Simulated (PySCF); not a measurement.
# Relaxation of quintet CoOF

Computed with UPBE0 in PySCF with Co def2-TZVP, O def2-TZVP, F def2-TZVP; no relativity; density-fitted integrals. A (50,194) grid was used.

A hand-made bent start, of Cs symmetry, held to at least that symmetry:

```xyz
3
charge 0 multiplicity 5, angstrom
Co   -0.0668    0.0000   -0.3593
O    -1.3774    0.0000    0.5584
F     1.3667    0.0000    0.6445
```

Optimiser trace:
```csv
step,E − E(last) (kJ/mol),largest gradient (Eh/bohr)
0,84.97,0.03045
1,57.84,0.02891
2,31.10,0.03120
3,23.23,0.02967
4,6.38,0.00693
5,1.82,0.01055
6,0.48,0.00442
7,0.03,0.00256
8,0.00,0.00063
9,0.00,0.00015
```

It ends at C∞v with Co–F 1.755 Å, Co–O 1.616 Å; F–Co–O 180.0°. A frequency run shows a minimum. Other isomers or separated fragments may lie lower.

Final geometry:
```xyz
3
charge 0 multiplicity 5, angstrom
Co   -0.0797    0.0000   -0.0029
O    -1.6945    0.0000   -0.0613
F     1.6739    0.0000    0.0605
```

With open d or f shells other occupations or spin states may lie lower.

The relaxation took 8.1 s on 4 threads of a shared AMD EPYC 9R45 96-Core (Zen 5) host, with 107 basis functions and 10 gradients; the process peaked at 0.58 GiB. Launch command: `OMP_NUM_THREADS=4 python axn.py task.json out`.
